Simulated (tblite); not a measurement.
Compound: C₆H₁₂P (charge +1).
SMILES with atom numbers: `[CH3:1][C:2]#[C:3][PH2+:4][CH2:5][CH2:6][CH3:7]` (hydrogens: H8, H9, H10 on C1; H11, H12 on P4; H13, H14 on C5; H15, H16 on C6; H17, H18, H19 on C7)
Bond orders are those of one Lewis drawing.

Computed with GFN2-xTB (tblite), gas phase: L-BFGS steps from a force-field or distance-geometry start until the largest atomic force falls under 0.01 eV/Å.

Step 5: E = -571.4179 eV
```
atom  x, y, z in Å  |  force x, y, z in eV/Å
C1      4.1944    0.6015   -0.3618    0.229   0.036  -0.055
C2      2.8437    0.5704    0.0943    0.358   0.024  -0.102
C3      1.7025    0.5548    0.4962   -0.197   0.127   0.187
P4      0.0549    0.4715    1.0010   -0.325  -0.147  -0.102
C5     -0.7615   -0.7884   -0.0272    0.054  -0.041  -0.083
C6     -2.2367   -1.0604    0.2789    0.125  -0.028   0.087
C7     -3.1220    0.1303   -0.0390   -0.019   0.003   0.030
H8      4.4574    1.5848   -0.7530   -0.161   0.069   0.015
H9      4.8880    0.3820    0.4497   -0.103  -0.035   0.138
H10     4.3751   -0.1267   -1.1522   -0.186  -0.065  -0.007
H11    -0.0707    0.1509    2.3367    0.157  -0.069  -0.014
H12    -0.5808    1.6917    0.9138    0.178   0.029  -0.128
H13    -0.1723   -1.7043    0.1034    0.027  -0.025  -0.006
H14    -0.6355   -0.4679   -1.0698   -0.020  -0.008   0.011
H15    -2.5514   -1.9179   -0.3188    0.029   0.028   0.001
H16    -2.3412   -1.3385    1.3292   -0.066  -0.011   0.033
H17    -3.0258    0.4190   -1.0812    0.003   0.016  -0.051
H18    -4.1590   -0.1269    0.1468   -0.069   0.029   0.002
H19    -2.8687    0.9834    0.5869   -0.015   0.069   0.043
```

Step 6: E = -571.4265 eV
```
atom  x, y, z in Å  |  force x, y, z in eV/Å
C1      4.1944    0.6016   -0.3617    0.182   0.031  -0.032
C2      2.8471    0.5715    0.0960    0.010   0.014  -0.003
C3      1.7048    0.5622    0.5014    0.003   0.088   0.079
P4      0.0547    0.4667    0.9948   -0.158  -0.083  -0.051
C5     -0.7598   -0.7892   -0.0272   -0.007  -0.096  -0.107
C6     -2.2350   -1.0600    0.2807    0.057  -0.024   0.061
C7     -3.1226    0.1307   -0.0382   -0.003   0.008   0.028
H8      4.4503    1.5847   -0.7514   -0.099   0.124  -0.018
H9      4.8808    0.3815    0.4526   -0.014  -0.043   0.159
H10     4.3681   -0.1271   -1.1508   -0.144  -0.094  -0.046
H11    -0.0650    0.1511    2.3270    0.129  -0.103   0.086
H12    -0.5703    1.6854    0.9105    0.090   0.135  -0.143
H13    -0.1702   -1.7041    0.1033    0.030  -0.052  -0.013
H14    -0.6360   -0.4677   -1.0682   -0.018  -0.012  -0.042
H15    -2.5501   -1.9169   -0.3179    0.030   0.027   0.001
H16    -2.3440   -1.3398    1.3300   -0.043  -0.002   0.037
H17    -3.0260    0.4188   -1.0813    0.005   0.012  -0.025
H18    -4.1611   -0.1250    0.1465   -0.032   0.021   0.003
H19    -2.8699    0.9848    0.5879   -0.016   0.050   0.027
```

Step 7: E = -571.4332 eV
```
atom  x, y, z in Å  |  force x, y, z in eV/Å
C1      4.1974    0.6021   -0.3621    0.035   0.016   0.018
C2      2.8495    0.5725    0.0973   -0.199   0.011   0.060
C3      1.7067    0.5694    0.5067    0.132   0.043  -0.008
P4      0.0521    0.4616    0.9892    0.041   0.016   0.021
C5     -0.7588   -0.7919   -0.0292   -0.044  -0.112  -0.087
C6     -2.2329   -1.0602    0.2830   -0.035  -0.008   0.018
C7     -3.1229    0.1311   -0.0371    0.012   0.014   0.017
H8      4.4432    1.5873   -0.7506   -0.036   0.120  -0.030
H9      4.8753    0.3803    0.4580    0.042  -0.035   0.122
H10     4.3601   -0.1293   -1.1507   -0.091  -0.075  -0.041
H11    -0.0581    0.1491    2.3216    0.094  -0.111   0.107
H12    -0.5607    1.6837    0.9050    0.032   0.165  -0.142
H13    -0.1680   -1.7050    0.1030    0.031  -0.077  -0.027
H14    -0.6368   -0.4677   -1.0682   -0.020  -0.023  -0.092
H15    -2.5486   -1.9156   -0.3172    0.017   0.015   0.002
H16    -2.3468   -1.3408    1.3315   -0.013   0.004   0.035
H17    -3.0261    0.4189   -1.0817    0.006   0.002   0.019
H18    -4.1632   -0.1232    0.1464    0.015   0.015   0.002
H19    -2.8711    0.9868    0.5891   -0.019   0.021   0.005
```

Step 8: E = -571.4376 eV
```
atom  x, y, z in Å  |  force x, y, z in eV/Å
C1      4.1999    0.6028   -0.3620   -0.067   0.007   0.047
C2      2.8502    0.5736    0.0984   -0.208   0.013   0.065
C3      1.7082    0.5750    0.5109    0.131   0.009  -0.038
P4      0.0506    0.4586    0.9859    0.129   0.076   0.059
C5     -0.7588   -0.7957   -0.0322   -0.032  -0.070  -0.039
C6     -2.2321   -1.0605    0.2849   -0.075   0.004  -0.011
C7     -3.1229    0.1317   -0.0361    0.016   0.016   0.010
H8      4.4376    1.5913   -0.7506    0.002   0.057  -0.015
H9      4.8723    0.3788    0.4640    0.044  -0.013   0.045
H10     4.3529   -0.1321   -1.1513   -0.052  -0.022   0.002
H11    -0.0516    0.1455    2.3201    0.067  -0.097   0.079
H12    -0.5536    1.6857    0.8985    0.013   0.131  -0.125
H13    -0.1659   -1.7072    0.1022    0.020  -0.083  -0.041
H14    -0.6377   -0.4682   -1.0699   -0.025  -0.040  -0.103
H15    -2.5472   -1.9144   -0.3167   -0.006  -0.004   0.002
H16    -2.3490   -1.3413    1.3332    0.009   0.009   0.024
H17    -3.0260    0.4190   -1.0816    0.008  -0.004   0.045
H18    -4.1644   -0.1216    0.1463    0.042   0.010   0.002
H19    -2.8723    0.9886    0.5901   -0.017   0.001  -0.007
```

Problem. Estimate the geometry and energy of step 9. (The exact step hangs on the optimiser's Hessian estimate; all steps are aligned on step 8, rigid shifts and turns removed.)

Solution. E = -571.4409 eV, largest force 0.150 eV/Å
```
atom  x, y, z in Å  |  force x, y, z in eV/Å
C1      4.2007    0.6036   -0.3610   -0.107   0.005   0.052
C2      2.8497    0.5747    0.0994   -0.099   0.016   0.037
C3      1.7096    0.5795    0.5143    0.051  -0.014  -0.028
P4      0.0511    0.4575    0.9845    0.110   0.083   0.058
C5     -0.7591   -0.7998   -0.0353    0.005  -0.002   0.009
C6     -2.2326   -1.0607    0.2864   -0.057   0.008  -0.024
C7     -3.1227    0.1324   -0.0350    0.015   0.011   0.006
H8      4.4331    1.5952   -0.7508    0.022  -0.024   0.011
H9      4.8706    0.3774    0.4693    0.020   0.012  -0.038
H10     4.3461   -0.1346   -1.1515   -0.023   0.036   0.052
H11    -0.0451    0.1408    2.3203    0.046  -0.069   0.034
H12    -0.5475    1.6896    0.8910    0.016   0.070  -0.097
H13    -0.1640   -1.7105    0.1007   -0.006  -0.062  -0.052
H14    -0.6390   -0.4695   -1.0732   -0.030  -0.061  -0.073
H15    -2.5463   -1.9137   -0.3164   -0.032  -0.020   0.001
H16    -2.3505   -1.3416    1.3350    0.023   0.013   0.006
H17    -3.0258    0.4190   -1.0808    0.012  -0.002   0.046
H18    -4.1646   -0.1202    0.1463    0.044   0.006   0.005
H19    -2.8735    0.9901    0.5908   -0.009  -0.007  -0.007
```

The energy changes by -0.0033 eV. The first-order estimate −F·Δx gives -0.0048 eV and the mean of the old and new forces, exact on a quadratic surface, -0.0033 eV. The step makes an angle of 59° with the force vector and moves no atom by more than 0.010 Å.

What follows is the cost of the whole relaxation. Hardware: one thread, Arm Neoverse V1 (aarch64), on a shared host. Cost: 0.78 s.
